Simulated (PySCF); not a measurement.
Deuteron quadrupole couplings in `CC#C[c+]1cc1F`

Compound: C6H4F (charge +1).
SMILES with atom numbers: `[CH3:1][C:2]#[C:3][c+:4]1[cH:5][c:6]1[F:7]` (hydrogens: H8, H9, H10 on C1; H11 on C5)

Geometry (GFN2-xTB, Å), atoms numbered from 1 in this order:
```xyz
11
C6H4F angstrom
C     -2.6220   -0.2290    0.0826
C     -1.2179   -0.1544    0.0199
C      0.0020   -0.0906   -0.0374
C      1.3434   -0.0196   -0.0825
C      2.5744   -0.1509   -0.7752
C      2.5900    0.2361    0.5228
F      3.2375    0.5820    1.5589
H     -3.0531   -0.4797   -0.8869
H     -2.9114   -0.9846    0.8192
H     -3.0250    0.7247    0.4347
H      3.0874   -0.3914   -1.6820
```

Level: PBE0/pcSseg-1 (PySCF, non-relativistic); Q(2H) = 0.00286 b; rigid geometry, the same for H and D, with no vibrational averaging.

Q: What are Vzz, η and χzz (234.96 MHz × Q × Vzz) at all hydrogens?

A: 
| atom | bonded to | bond length (Å) | Vzz (au) | η | χzz (kHz) |
| --- | --- | --- | --- | --- | --- |
| H8 | C1 | 1.090 | 0.2988 | 0.04 | 201 |
| H9 | C1 | 1.094 | 0.2939 | 0.05 | 198 |
| H10 | C1 | 1.094 | 0.2947 | 0.04 | 198 |
| H11 | C5 | 1.069 | 0.3346 | 0.02 | 225 |

Q: Give the 2H NMR doublet splittings at H10 for a magnetic field along the z, y and x axes of the gradient: 3χ/2, 3χ(1 + η)/4, 3χ(1 − η)/4.

A: With |χ| = 198.0 kHz and η = 0.045: 297, 155 and 142 kHz, to first order and without motion.

Isolated species at its GFN2-xTB geometry, gas phase. GFN2-xTB bond lengths can be off by several hundredths of an ångström, more for odd bonds, and the gradients follow them. The basis is small and wasn't made for field gradients, so the couplings can be 20 % off.
